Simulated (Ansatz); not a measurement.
System: CH$_{4}$BO$_{3}$, net charge 0, doublet state. It need not be the lowest isomer of its formula. 
Structure (B3LYP-D3(BJ)/def2-TZVP (Ansatz, a quantum-chemistry and plane-wave program) minimum search):
SMILES: B([O])(O)OC
```xyz
9

C     -1.6129     0.8370     0.4564
O     -0.8530    -0.3606     0.2881
B      0.4343    -0.3084    -0.1181
O      1.1457    -1.4737    -0.2730
O      1.0782     0.8751    -0.3885
H     -1.1594     1.4840     1.2090
H     -1.6895     1.3855    -0.4838
H     -2.6063     0.5393     0.7848
H      1.9942     0.7843    -0.6701
```
Charge 0, spin multiplicity 2.

Computed values are from Ansatz. Valence correlation only, unless marked. Open shells are spin-unrestricted. Spin-orbit coupling is left out. Non-relativistic. CBS marks a two-point X^-3 extrapolation of the correlation energy; Hartree-Fock from the larger set.

| Property | Value |
|---|---|
| atomisation energy De | 3713.2 kJ/mol at CCSD(T)/CBS(cc-pVTZ,cc-pVQZ) |
| total energy | -290.8172 Eh at CCSD(T)/CBS(cc-pVTZ,cc-pVQZ) |
| dipole moment | 1.86 D at CCSD(T)/aug-cc-pVDZ |
| T1 diagnostic | 0.014 at CCSD/cc-pVQZ |
